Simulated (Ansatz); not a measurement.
The cluster Si5Se5. Total charge 0; singlet. Geometry PBE-D4/def2-SVP.

```csv
atom,x (Å),y (Å),z (Å)
Si1,-0.039,-0.577,0.499
Si2,0.505,0.991,-2.429
Si3,-1.517,1.494,2.662
Si4,-0.612,2.473,-0.801
Si5,1.519,-2.505,-1.736
Se6,-2.077,0.924,0.371
Se7,-0.497,-1.168,-1.922
Se8,-0.167,-0.341,2.887
Se9,1.442,-2.469,0.551
Se10,1.443,1.178,-0.082
```

Another isomer (singlet) lies 0.66 eV lower at PBE0-D4/def2-TZVP; other spin states weren't run for this one.

(1) Estimate the orbital energies around the gap (eV) in Ansatz with LDA (SPW92)/def2-TZVP, PBE-D4/def2-SVP, PBE-D4/def2-TZVP, PBE0-D4/def2-SVP, PBE0-D4/def2-TZVP.

## Answers

(1) 
```tsv
orbital	LDA (SPW92)/def2-TZVP	PBE-D4/def2-SVP	PBE-D4/def2-TZVP	PBE0-D4/def2-SVP	PBE0-D4/def2-TZVP
HOMO−9	-7.64	-7.58	-7.47	-8.67	-8.51
HOMO−8	-7.30	-7.24	-7.14	-8.32	-8.16
HOMO−7	-7.24	-7.11	-7.07	-8.20	-8.13
HOMO−6	-7.09	-6.99	-6.94	-8.09	-7.99
HOMO−5	-7.00	-6.90	-6.84	-7.98	-7.88
HOMO−4	-6.78	-6.70	-6.61	-7.75	-7.62
HOMO−3	-6.74	-6.66	-6.58	-7.65	-7.52
HOMO−2	-5.97	-5.90	-5.83	-6.91	-6.79
HOMO−1	-5.76	-5.64	-5.60	-6.54	-6.45
HOMO	-5.40	-5.28	-5.23	-6.04	-5.94
LUMO	-4.12	-3.93	-3.91	-3.34	-3.29
LUMO+1	-3.88	-3.74	-3.69	-3.14	-3.05
LUMO+2	-3.82	-3.66	-3.63	-3.12	-3.04
LUMO+3	-2.97	-2.72	-2.74	-2.03	-2.02
LUMO+4	-2.55	-2.25	-2.31	-1.54	-1.59
LUMO+5	-2.10	-1.88	-1.89	-1.11	-1.10
```
